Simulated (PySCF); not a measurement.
Point groups of optimised structures. Method: PySCF, PBE0-D3(BJ)/def2-SVP geometry optimisation, gas phase, def2 core potentials past Kr. The symmetry is that of the one conformer found, every atom within 0.08 Å of its image; none is proved a minimum here.

Task: `[CH2:1]=[CH:2][Te:3][c:4]1[cH:5][cH:6][cH:7][cH:8][cH:9]1` with C1–C2–Te3–C4 0°, C2–Te3–C4–C5 -89°: symmetry, top, dipole?

Result: Cs; near-prolate asymmetric top; symmetry number 1; 2 operations, which sort the 17 atoms into 13 sets; dipole 1.26 D, in the ab plane, which is the mirror; A, B, C = 2005, 614.9, 563.9 MHz.

Task: `[CH2:1]=[CH:2][C:3](=[CH2:4])[O:5][SiH3:6]` with C1–C2–C3–C4 180°, C2–C3–O5–Si6 179°, H–Si6–O5–C3 -60° (nearest H): symmetry, top, dipole?

Result: Cs; asymmetric top; symmetry number 1; 2 operations, which sort the 14 atoms into 13 sets; dipole 0.48 D, in the ab plane, which is the mirror; heavy atoms equivalent by symmetry: none.

Task: Point group, rotor type and polarity of `[CH3:1]/[N:2]=[CH:3]/[GeH2:4][C:5]([F:6])([F:7])[F:8]` with N2–C3–Ge4–C5 112°?

Result: C1; asymmetric top; symmetry number 1; this conformer is chiral (no improper operation); dipole 2.60 D.
